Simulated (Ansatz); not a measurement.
Calculated with Ansatz (gas phase, PBE0-D4/def2-TZVP geometries, no zero-point term in ΔE). CCSD(T)/CBS adds triple-zeta CCSD(T) − MP2 to the extrapolated MP2 energy (def2 sets, frozen cores). Functionals use def2-TZVPP. One conformer a species, not always the lowest.

Reaction (redistribution): `BC([SiH3])BCl` + `F[SiH2]B[SiH3]` → `BB[SiH2]F` + `[SiH3]C([SiH3])BCl`

(1) Is it downhill or uphill in electronic energy at CCSD(T)/CBS, and by how much? (Best estimate.)

(2) What do these levels give: r2SCAN-D4, ωB97X-V, r2SCAN, HF/def2-QZVPP, MP2/def2-QZVPP, MP2/CBS(def2)? (Estimate.)

Largest T1 diagnostic among the species: 0.014.

Results:

(1) Ansatz gave: Downhill: ΔE = -3.4 kJ/mol.

(2) Ansatz gave: r2SCAN-D4 -7.5, ωB97X-V -7.0, r2SCAN -7.0, HF/def2-QZVPP -12.2, MP2/def2-QZVPP -4.8, MP2/CBS(def2) -5.0 kJ/mol.

In def2-TZVPP, CCSD(T) changes the Hartree–Fock value by +9.2 kJ/mol (the triples alone add +1.6 kJ/mol) and MP2 by +7.5 kJ/mol.
